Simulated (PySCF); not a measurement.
Compound: p-benzoquinone, C₆H₄O₂.
Z-matrix (Å and degrees, GFN2-xTB geometry), rows numbered from 1:
```
O 
C   1  1.2143
C   2  1.4766  1  122.18
C   3  1.3346  2  122.20  1   179.91
C   4  1.4766  3  122.19  2    -0.01
O   5  1.2143  4  122.20  3  -179.98
C   5  1.4765  4  115.60  3     0.06
C   7  1.3346  5  122.21  4    -0.02
H   3  1.0814  2  115.78  1    -0.08
H   4  1.0814  3  122.02  2   179.99
H   7  1.0813  5  115.76  4   179.96
H   8  1.0814  2  115.77  1     0.13
```

Computed with PBE0/def2-SVPD in PySCF (dipole) on a GFN2-xTB geometry, gas phase.

Masses are those of the commonest isotopes; rigid-rotor values at the optimised geometry. 

Problem. What are A, B and C (MHz)?

Solution. Ia = 93.86, Ib = 306.09, Ic = 399.95 u·Å²; 505379 MHz·u·Å²/I gives A = 5385, B = 1651, C = 1264 MHz.

Problem. Classify the top.

Solution. An asymmetric top; Ray's κ = -0.812.

Problem. What does the inertial defect say?

Solution. Planar: Δ = Ic − Ia − Ib = 0.00 u·Å². For a rigid frame Δ = −2 Σ m c², so it vanishes when all atoms lie in the ab plane; here none is more than 0.01 Å from it.

Problem. Give the coordinates in the principal-axis frame, origin at the centre of mass.

Solution. The sense of each axis is arbitrary; atoms in the order of the calculation.
| atom | mass (u) | a (Å) | b (Å) | c (Å) |
| --- | --- | --- | --- | --- |
| O1 | 15.995 | -2.668 | 0.000 | 0.001 |
| C2 | 12.000 | -1.454 | 0.000 | 0.000 |
| C3 | 12.000 | -0.667 | 1.249 | -0.001 |
| C4 | 12.000 | 0.667 | 1.250 | -0.001 |
| C5 | 12.000 | 1.454 | 0.000 | 0.000 |
| O6 | 15.995 | 2.668 | 0.000 | 0.001 |
| C7 | 12.000 | 0.667 | -1.249 | 0.000 |
| C8 | 12.000 | -0.667 | -1.250 | -0.001 |
| H9 | 1.008 | -1.241 | 2.166 | -0.001 |
| H10 | 1.008 | 1.240 | 2.166 | -0.001 |
| H11 | 1.008 | 1.241 | -2.166 | 0.000 |
| H12 | 1.008 | -1.241 | -2.166 | -0.003 |

Problem. List the rotational levels J(Ka,Kc) to J = 5 (cm⁻¹).

Solution. Above 0(0,0):
J = 1: 1(0,1) 0.0972, 1(1,1) 0.2218, 1(1,0) 0.2347
J = 2: 2(0,2) 0.2907, 2(1,2) 0.4033, 2(1,1) 0.4421, 2(2,1) 0.8157, 2(2,0) 0.8166
J = 3: 3(0,3) 0.5786, 3(1,3) 0.6750, 3(1,2) 0.7525, 3(2,2) 1.1073, 3(2,1) 1.1121, 3(3,1) 1.7629, 3(3,0) 1.7630
J = 4: 4(0,4) 0.9582, 4(1,4) 1.0363, 4(1,3) 1.1652, 4(2,3) 1.4955, 4(2,2) 1.5095, 4(3,2) 2.1536, 4(3,1) 2.1539, 4(4,1) 3.0690, 4(4,0) 3.0690
J = 5: 5(0,5) 1.4267, 5(1,5) 1.4863, 5(1,4) 1.6789, 5(2,4) 1.9795, 5(2,3) 2.0112, 5(3,3) 2.6426, 5(3,2) 2.6438, 5(4,2) 3.5572, 5(4,1) 3.5572, 5(5,1) 4.7343, 5(5,0) 4.7343

The point group D2h allows no dipole (computed: 0.01 D), so a rigid rotor has no electric-dipole lines.

Problem. Estimate the classical rotational partition function at 10 K, 25 K and 298.15 K.

Solution. Point group D2h, symmetry number σ = 4; q = (√π/σ)·√((kT/h)³/(ABC)), k/h = 20836.6 MHz/K: 398 at 10 K, 1570 at 25 K, 64700 at 298.15 K.

Stationary, but not proved a minimum. No vibrational averaging or centrifugal distortion is included, and the geometry carries the error of its method.

Time: 26 s. Hardware: Arm Neoverse V1, one thread (shared host). This is the PBE0/def2-SVPD job that gave the dipole, with the excitations it also computed.
